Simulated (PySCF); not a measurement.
Precursor series Y Cl-NH2. Gas-phase values, no solvent. One relaxed conformer stands for each flexible species; it need not be the lowest.

These are B3LYP-D3(BJ)/def2-TZVP // PBE-D3(BJ)/def2-SVP run with PySCF values and carry that method's errors. B3LYP has the VWN-RPA correlation part, as in Gaussian. 

| species | charge on the central atom (Mulliken) (e) | HOMO–LUMO gap (eV) | LUMO (eV) |
|---|---|---|---|
| 0 of 3 Cl replaced by NH2 | 1.24 | 5.55 | -3.28 |
| 1 of 3 Cl replaced by NH2 ([Y(Cl)2(NH2)]) | [?] | 4.81 | [?] |
| 2 of 3 Cl replaced by NH2 ([Y(Cl)(NH2)2]) | 1.35 | [?] | -2.00 |
| 3 of 3 Cl replaced by NH2 ([Y(NH2)3]) | 1.41 | 4.61 | -1.45 |

**Question.** Some entries are withheld; supply them.

**Answer.** 
- 1 of 3 Cl replaced by NH2 ([Y(Cl)2(NH2)]), charge on the central atom (Mulliken) (e): 1.29
- 1 of 3 Cl replaced by NH2 ([Y(Cl)2(NH2)]), LUMO (eV): -2.61
- 2 of 3 Cl replaced by NH2 ([Y(Cl)(NH2)2]), HOMO–LUMO gap (eV): 4.75
